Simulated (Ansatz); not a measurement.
Consider the ligand exchange at the Si–N bond: `O=C=N[SiH](F)Cl` + `C[SeH]` → `C[Se][SiH](F)Cl` + `N=C=O`.

Isolated molecules relaxed with PBE0-D4/def2-TZVP in Ansatz; ΔE leaves out vibrations. CCSD(T)/CBS is the MP2 limit (def2-TZVPP, def2-QZVPP) plus CCSD(T) − MP2 in def2-TZVPP, frozen cores. This one scheme is used for every species. Functionals use def2-TZVPP. HSE06 is defined as in plane-wave codes. For Se outer-core shells are correlated without core-valence functions, which leaves a few kJ/mol of doubt a bond. Scalar relativity is left out up to krypton. Each species was taken in one conformer, which may not be the lowest.

`O=C=N[SiH](F)Cl`:

Cartesian coordinates in Å:
```
O -1.557 1.434 2.111
C -1.101 0.780 1.270
N -0.674 0.080 0.395
Si 0.458 -0.490 -0.717
F 0.899 -1.941 -0.270
Cl 2.102 0.698 -0.731
H -0.128 -0.562 -2.058
```

`C[SeH]`:

```xyz
6

C    -0.504   -0.209   -0.006
Se    0.849    1.151   -0.347
H    -0.274   -1.122   -0.549
H    -1.443    0.202   -0.376
H    -0.592   -0.403    1.060
H     1.964    0.380    0.217
```

`C[Se][SiH](F)Cl`:

Z-matrix (Å, degrees):
```
C
Se 1 1.961
H 1 1.087 2 110.0
H 1 1.088 2 105.8 3 118.7
H 1 1.088 2 110.6 3 -122.9
Si 2 2.242 1 95.1 3 64.6
Cl 6 2.044 2 112.1 1 -58.3
F 6 1.588 2 107.0 1 -177.2
H 6 1.476 2 113.8 1 62.6
```

`N=C=O`:

```xyz
4

N    -0.474   -0.272    0.536
C     0.464    0.046   -0.156
O     1.446    0.285   -0.726
H    -1.436   -0.059    0.346
```

Task: Is it downhill or uphill in electronic energy at CCSD(T)/CBS, and by how much? (Best estimate.)

Result: Computed: Uphill: ΔE = +8.9 kcal/mol.

Task: What do these levels give: BLYP, r2SCAN, HSE06, BHLYP, CCSD/def2-SVP, SCS-MP2/def2-TZVPP? (Best estimate.)

Result: Computed: BLYP 10.0, r2SCAN 8.8, HSE06 8.4, BHLYP 13.0, CCSD/def2-SVP 12.5, SCS-MP2/def2-TZVPP 11.1 kcal/mol.

Largest T1 diagnostic among the species: 0.018.

From BLYP to BHLYP (50 % exact exchange), in def2-TZVPP and without D4, ΔE moves by +3.0 kcal/mol. The D4 term adds −1.5 kcal/mol with B3LYP and −0.8 kcal/mol with PBE0; it sums over pairs of atoms, weighted by their polarisabilities, and B3LYP, whose exchange is more repulsive, gets the larger term. Leaving LDA and LC-ωPBE aside and taking each functional with its dispersion term where it has one, the values, not all of them listed here, spread over 5.4 kcal/mol, from revPBE-D4 to CAM-B3LYP-D4.

B3LYP here is the variant with VWN-RPA as its local correlation; programs differ in this.
